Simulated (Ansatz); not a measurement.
**Question.** Name a neutral molecule of Al, C, O, S, Si and H with ideal-gas entropy at 298 K and 1 bar (rigid rotor, harmonic PBE0-D4/def2-TZVP) between 392 and 408 J/(mol·K) and HOMO–LUMO gap (ωB97M-V/def2-TZVPP) between 9.70 and 10.00 eV (Ansatz, PBE0-D4/def2-TZVP geometry).

**Answer.** `[AlH2][O]C[SiH2]S` (395 J/(mol·K), 9.80 eV). Other molecules can fit too; these were computed, each in one conformer that needn't be the lowest.
